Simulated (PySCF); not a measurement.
C$_{2}$H$_{8}$S$_{2}$Si, singlet, geometry from GFN2-xTB. Base run: PBE0/6-31G run with PySCF.

Here is a job for PySCF.
```python
from pyscf import gto, scf, dft, solvent

mol = gto.Mole()
mol.atom = '''
    C    -1.35146882   -1.16209131   -1.16716395
    Si    0.05567012   -0.27547083   -0.24775450
    C     1.76061901   -1.02520021   -0.62455401
    S    -0.31720582   -0.33135737    1.89576304
    S     0.05641551    1.82589495   -0.77203489
    H    -2.32392566   -0.77522206   -0.87334459
    H    -1.34427330   -2.23011564   -0.96894568
    H    -1.25140257   -1.02203429   -2.23911366
    H     1.78095891   -2.09102553   -0.41578077
    H     2.54115729   -0.55467056   -0.03208941
    H     2.01281672   -0.88631800   -1.67134172
    H    -0.28449079   -1.64916086    1.99368970
    H    -0.19247855    2.27628649    0.44614664
'''
mol.basis = '6-31g'
mol.verbose = 4
mol.build()

mf = dft.RKS(mol)
mf.xc = 'pbe0'
mf.kernel()
```

Each row names what was changed in the base input (with any setting that the change needs).

| change | ΔE vs base (kJ/mol) | dipole (D) | HOMO-LUMO gap (eV) |
|---|---|---|---|
| base | 0.00 | 3.05 | 7.70 |
| model = IEF-PCM; solvent = acetonitrile; lebedev_order = 41 | -31.4 | 4.08 | 7.86 |
| model = IEF-PCM; solvent = acetonitrile; lebedev_order = 11 | -30.2 | 4.05 | 7.85 |
| model = IEF-PCM; solvent = acetonitrile; vdw_scale = 1.4 | [?] | [?] | [?] |
| model = SS(V)PE; solvent = acetonitrile | -30.9 | 4.05 | 7.86 |
| model = IEF-PCM; solvent = 2-propanol | -29.9 | 4.03 | 7.85 |
| model = IEF-PCM; solvent = chloroform | [?] | [?] | [?] |
| model = IEF-PCM; solvent = acetonitrile | -31.3 | 4.08 | 7.86 |
| model = IEF-PCM; solvent = acetonitrile; r_probe = 0.5 | -12.65 | 3.71 | 7.77 |
| model = IEF-PCM; solvent = tetrahydrofuran | [?] | [?] | [?] |
| model = IEF-PCM; solvent = acetonitrile; vdw_scale = 1.0 | -59.7 | 4.37 | 7.98 |
| model = IEF-PCM; solvent = water | -32.2 | 4.11 | 7.86 |

Question: Complete the blanks.

Answer: 
- model = IEF-PCM; solvent = acetonitrile; vdw_scale = 1.4, ΔE vs base (kJ/mol): -17.41
- model = IEF-PCM; solvent = acetonitrile; vdw_scale = 1.4, dipole (D): 3.82
- model = IEF-PCM; solvent = acetonitrile; vdw_scale = 1.4, HOMO-LUMO gap (eV): 7.79
- model = IEF-PCM; solvent = chloroform, ΔE vs base (kJ/mol): -22.19
- model = IEF-PCM; solvent = chloroform, dipole (D): 3.76
- model = IEF-PCM; solvent = chloroform, HOMO-LUMO gap (eV): 7.83
- model = IEF-PCM; solvent = tetrahydrofuran, ΔE vs base (kJ/mol): -25.71
- model = IEF-PCM; solvent = tetrahydrofuran, dipole (D): 3.88
- model = IEF-PCM; solvent = tetrahydrofuran, HOMO-LUMO gap (eV): 7.84

The base is the gas phase, so ΔE is the electrostatic part of solvation at a fixed geometry, without cavity and dispersion terms.
